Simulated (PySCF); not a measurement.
**NMR parameters of BMe2(NH2)**

BMe2(NH2), C2H8BN, point group C1.

Bonds: B1-C2 1.584 Å, B1-C6 1.584 Å, B1-N10 1.400 Å. C2 carries H3, H4, H5; C6 carries H7, H8, H9; N10 carries H11, H12.

GIAO calculations in PySCF 2.14 on the PBE0-D3(BJ)/def2-SVP structure: isolated species, non-relativistic, equivalent atoms averaged; basis pcSseg-1.

Question: Give the isotropic shieldings (ppm) with B3LYP, PBE0.

Answer: 
| atoms | environment | B3LYP | PBE0 |
| --- | --- | --- | --- |
| N10 | nitrogen bonded to B, 2 H | 153.0 | 155.7 |
| C2/C6 | carbon bonded to B, 3 H | 173.3 | 178.2 |
| B1 | boron bonded to 2 C, N | 52.0 | 55.8 |
| H11/H12 | hydrogen on a nitrogen bonded to B | 27.92 | 27.74 |
| H3/H4/H5/H7/H8/H9 | hydrogen on a carbon bonded to B | 31.13 | 31.00 |
| HOMO–LUMO gap (eV) | – | 8.81 | 9.35 |

Question: And the chemical shifts, against references computed in the same way?

Answer: 
```csv
atoms,"nucleus, reference",B3LYP,PBE0
N10,"$^{15}$N, NH3",110.5,110.0
C2/C6,"$^{13}$C, TMS",5.9,6.2
B1,"$^{11}$B, BF3·OEt2",45.9,45.0
H11/H12,"$^{1}$H, TMS",3.46,3.53
H3/H4/H5/H7/H8/H9,"$^{1}$H, TMS",0.25,0.27
```

Question: Which part of the shielding of N10 depends on the functional?

Answer: Diamagnetic: B3LYP 316, PBE0 317 ppm; paramagnetic: B3LYP -163, PBE0 -161 ppm.

Question: What couplings does B3LYP/pcJ-1 (spin–dipole term only in couplings to heteroatoms) give?

Answer: $^{1}J$(C2,H3) = 123.0, $^{1}J$(N10,H11) = -84.7, $^{1}J$(B1,C2) = 57.2, $^{1}J$(B1,N10) = -28.6, $^{2}J$(H3,H4) = -15.5, $^{2}J$(C2,C6) = 7.8, $^{2}J$(B1,H3) = -5.2, $^{2}J$(C2,N10) = -3.3, $^{3}J$(C2,H11) = 6.2, $^{3}J$(C2,H7) = 2.8, $^{3}J$(H3,N10) = -2.4 Hz (averaged over equivalent pairs; isotopes $^{13}$C, $^{1}$H, $^{15}$N, $^{11}$B).

Experimental scales use liquid or dissolved standards, which lie at an offset from isolated NH3 (liquid NH3: subtract about 20 ppm).
